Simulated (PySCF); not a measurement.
Te(Br)(OSiH3) (BrH₃OSiTe), SMILES [SiH3]O[Te]Br.

The structure is a stationary point at B3LYP-D3(BJ)/def2-SVP. This is a generated structure with no PubChem entry under its InChIKey; it may be hypothetical. The def2 effective core potentials stand for the cores of Te; spin–orbit coupling is left out. Other conformers were not sampled.

Calculation: TDDFT-PBE/def2-SVPD run with PySCF.

Vertical excitations. Gas-phase values at a fixed geometry.

```
state  energy (eV)  λ (nm)      f                                                main pairs
-----  -----------  ------  -----  --------------------------------------------------------
S1            1.99     622  0.001                                           HOMO→LUMO 100 %
S2            2.51     495  0.000                                         HOMO→LUMO+1 100 %
S3            4.01     309  0.008                        HOMO−1→LUMO 72 %, HOMO−2→LUMO 22 %
S4            4.07     305  0.006                        HOMO−2→LUMO 76 %, HOMO−1→LUMO 21 %
S5            4.31     288  0.004                                          HOMO−3→LUMO 87 %
S6            4.43     280  0.001                                        HOMO−1→LUMO+1 87 %
S7            4.51     275  0.001                                          HOMO−4→LUMO 95 %
S8            4.67     265  0.038  HOMO−2→LUMO+1 63 %, HOMO−5→LUMO 11 %, HOMO−1→LUMO+1 10 %
S9            4.69     264  0.000                                        HOMO−3→LUMO+1 95 %
S10           4.80     258  0.014                                          HOMO→LUMO+2 98 %
T1            1.40     884      0                                           HOMO→LUMO 100 %
T2            1.87     663      0                                         HOMO→LUMO+1 100 %
T3            3.61     343      0                        HOMO−2→LUMO 68 %, HOMO−1→LUMO 31 %
T4            3.65     339      0                        HOMO−1→LUMO 66 %, HOMO−2→LUMO 31 %
```
Triplets are in the Tamm–Dancoff approximation, which puts them higher than full response would, so one can lie above its singlet here.
